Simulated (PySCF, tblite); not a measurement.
Species: C6H8NPS.
Z-matrix (Å and degrees, GFN2-xTB geometry), rows numbered from 1:
```
C 
S   1  1.8125
C   2  1.7588  1  100.77
N   3  1.3102  2  116.31  1     0.18
C   4  1.3194  3  122.49  2  -180.00
C   5  1.3907  4  125.99  3     0.15
C   6  1.4988  5  119.56  4   178.87
C   6  1.3873  5  120.34  4    -0.17
P   8  1.7299  6  126.12  5     0.00
H   1  1.0849  2  108.96  3    60.26
H   1  1.0849  2  106.48  3  -179.97
H   1  1.0849  2  108.99  3   -60.16
H   5  1.0841  4  114.10  3  -179.88
H   7  1.0877  6  110.92  5   153.06
H   7  1.0878  6  110.77  5    31.72
H   7  1.0907  6  109.81  5   -87.57
H   8  1.0848  6  117.96  5  -179.95
```

Theory: PBE0/pcSseg-1 in PySCF (dipole) on a GFN2-xTB geometry, gas phase.

Masses are those of the commonest isotopes; rigid-rotor values at the optimised geometry. The values belong to one conformer with, in the numbering `[CH3:1][S:2][c:3]1[n:4][cH:5][c:6]([CH3:7])[cH:8][p:9]1`, C1–S2–C3–N4 0°.

(1) What are A, B and C (cm⁻¹)?

(2) What kind of rotor is it?

(3) What does the inertial defect say?

(4) Give the other two planar moments, Paa and Pbb, and the rms extents of the mass along the axes.

(5) Give the coordinates in the principal-axis frame, origin at the centre of mass.

(6) Where do the levels up to J = 5 lie, in cm⁻¹?

(7) Predict some low-J microwave lines.

## Answers

(1) Ia = 198.13, Ib = 643.72, Ic = 835.51 u·Å²; 505379 MHz·u·Å²/I gives 2551, 785.1 and 604.9 MHz, that is A = 0.08508, B = 0.02619, C = 0.02018 cm⁻¹.

(2) An asymmetric top; Ray's κ = -0.815.

(3) Not planar: Δ = Ic − Ia − Ib = -6.33 u·Å². For a rigid frame Δ = −2 Σ m c², so Σ m c² = 3.17 u·Å² lies off the ab plane: 3.16 from hydrogen and 0.01 from heavier atoms. The atom farthest from that plane is 1.04 Å away.

(4) Paa = Σ m a² = (Ib + Ic − Ia)/2 = 640.55 and Pbb = Σ m b² = (Ia + Ic − Ib)/2 = 194.96 u·Å². With the mass M = 157.01 u, the rms extents √(P/M) along a, b and c are 2.02, 1.11, 0.14 Å.

(5) The sense of each axis is arbitrary; atoms in the order of the calculation.
```json
{"atom": "C1", "mass (u)": "12.000", "a (Å)": "2.894", "b (Å)": "1.425", "c (Å)": "0.005"}
{"atom": "S2", "mass (u)": "31.972", "a (Å)": "2.380", "b (Å)": "-0.313", "c (Å)": "0.003"}
{"atom": "C3", "mass (u)": "12.000", "a (Å)": "0.630", "b (Å)": "-0.138", "c (Å)": "-0.002"}
{"atom": "N4", "mass (u)": "14.003", "a (Å)": "0.169", "b (Å)": "1.088", "c (Å)": "-0.007"}
{"atom": "C5", "mass (u)": "12.000", "a (Å)": "-1.122", "b (Å)": "1.360", "c (Å)": "-0.011"}
{"atom": "C6", "mass (u)": "12.000", "a (Å)": "-2.154", "b (Å)": "0.427", "c (Å)": "-0.007"}
{"atom": "C7", "mass (u)": "12.000", "a (Å)": "-3.577", "b (Å)": "0.898", "c (Å)": "0.013"}
{"atom": "C8", "mass (u)": "12.000", "a (Å)": "-1.871", "b (Å)": "-0.931", "c (Å)": "-0.003"}
{"atom": "P9", "mass (u)": "30.974", "a (Å)": "-0.294", "b (Å)": "-1.644", "c (Å)": "-0.001"}
{"atom": "H10", "mass (u)": "1.008", "a (Å)": "2.503", "b (Å)": "1.908", "c (Å)": "0.894"}
{"atom": "H11", "mass (u)": "1.008", "a (Å)": "3.979", "b (Å)": "1.426", "c (Å)": "0.007"}
{"atom": "H12", "mass (u)": "1.008", "a (Å)": "2.507", "b (Å)": "1.909", "c (Å)": "-0.886"}
{"atom": "H13", "mass (u)": "1.008", "a (Å)": "-1.352", "b (Å)": "2.420", "c (Å)": "-0.017"}
{"atom": "H14", "mass (u)": "1.008", "a (Å)": "-4.235", "b (Å)": "0.165", "c (Å)": "-0.447"}
{"atom": "H15", "mass (u)": "1.008", "a (Å)": "-3.677", "b (Å)": "1.846", "c (Å)": "-0.512"}
{"atom": "H16", "mass (u)": "1.008", "a (Å)": "-3.902", "b (Å)": "1.047", "c (Å)": "1.043"}
{"atom": "H17", "mass (u)": "1.008", "a (Å)": "-2.705", "b (Å)": "-1.625", "c (Å)": "-0.001"}
```

(6) Above 0(0,0):
J = 1: 1(0,1) 0.0464, 1(1,1) 0.1053, 1(1,0) 0.1113
J = 2: 2(0,2) 0.1387, 2(1,2) 0.1920, 2(1,1) 0.2100, 2(2,1) 0.3867, 2(2,0) 0.3871
J = 3: 3(0,3) 0.2760, 3(1,3) 0.3218, 3(1,2) 0.3578, 3(2,2) 0.5258, 3(2,1) 0.5280, 3(3,1) 0.8356, 3(3,0) 0.8356
J = 4: 4(0,4) 0.4572, 4(1,4) 0.4944, 4(1,3) 0.5544, 4(2,3) 0.7109, 4(2,2) 0.7173, 4(3,2) 1.0218, 4(3,1) 1.0220, 4(4,1) 1.4544, 4(4,0) 1.4544
J = 5: 5(0,5) 0.6809, 5(1,5) 0.7095, 5(1,4) 0.7991, 5(2,4) 0.9418, 5(2,3) 0.9563, 5(3,3) 1.2550, 5(3,2) 1.2555, 5(4,2) 1.6872, 5(4,1) 1.6872, 5(5,1) 2.2434, 5(5,0) 2.2434

(7) The dipole components are |μa| = 2.06 D, |μb| = 1.79 D, |μc| = 0.06 D. The squared components, which scale the intensities, stand as 1.00 : 0.76 : 0.00 (a : b : c). Some lines, for components of 0.1 D or more:

| type | branch | J(Ka,Kc) | MHz | lower level (cm⁻¹) |
| --- | --- | --- | --- | --- |
| a | Q | 2(1,1) ← 2(1,2) | 541 | 0.192 |
| b | R | 2(0,2) ← 1(1,1) | 1001 | 0.105 |
| a | R | 1(0,1) ← 0(0,0) | 1390 | 0.000 |
| b | Q | 1(1,0) ← 1(0,1) | 1946 | 0.046 |
| b | Q | 2(1,1) ← 2(0,2) | 2139 | 0.139 |
| a | R | 2(1,2) ← 1(1,1) | 2600 | 0.105 |
| a | R | 2(0,2) ← 1(0,1) | 2767 | 0.046 |
| a | R | 2(1,1) ← 1(1,0) | 2960 | 0.111 |
| b | R | 1(1,1) ← 0(0,0) | 3156 | 0.000 |
| b | R | 2(1,2) ← 1(0,1) | 4365 | 0.046 |
| b | Q | 2(2,0) ← 2(1,1) | 5310 | 0.210 |
| b | Q | 2(2,1) ← 2(1,2) | 5838 | 0.192 |
| b | R | 2(2,1) ← 1(1,0) | 8257 | 0.111 |
| b | R | 2(2,0) ← 1(1,1) | 8451 | 0.105 |

Its GFN2-xTB frequencies are all real (lowest 29 cm⁻¹). These are rigid-rotor constants of the computed structure; measured ground-state constants (B0) also hold zero-point vibration. A rigid rotor knows nothing of internal rotation, which can split or shift real lines. Quadrupole hyperfine structure (14N) is left out.
